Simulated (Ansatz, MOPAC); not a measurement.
Molecule: BF2 (charge +1, singlet). SMILES of the parent species: F[B]F

Atoms: F1, B2, F3. Bonds: F1-B2, B2-F3.

Bond lengths (Å) and angles (degrees) optimised at AM1 with MOPAC; HF/3-21G with Ansatz (a quantum-chemistry and plane-wave program); B3LYP/LANL2DZ with Ansatz, each started from the B3LYP-D3(BJ)/def2-TZVP structure (Ansatz) of the last column. A row stands for all coordinates that are equal there. No wavenumbers were computed at B3LYP/LANL2DZ, so these may be saddle points.

```csv
coordinate,AM1,HF/3-21G,B3LYP/LANL2DZ,B3LYP-D3(BJ)/def2-TZVP
F1-B2,1.257,1.254,1.268,1.229
F1-B2-F3,180.0,180.0,180.0,180.0
```

Mean signed difference of all 2 bond lengths from B3LYP-D3(BJ)/def2-TZVP: AM1 0.027 Å, HF/3-21G 0.025 Å, B3LYP/LANL2DZ 0.038 Å.
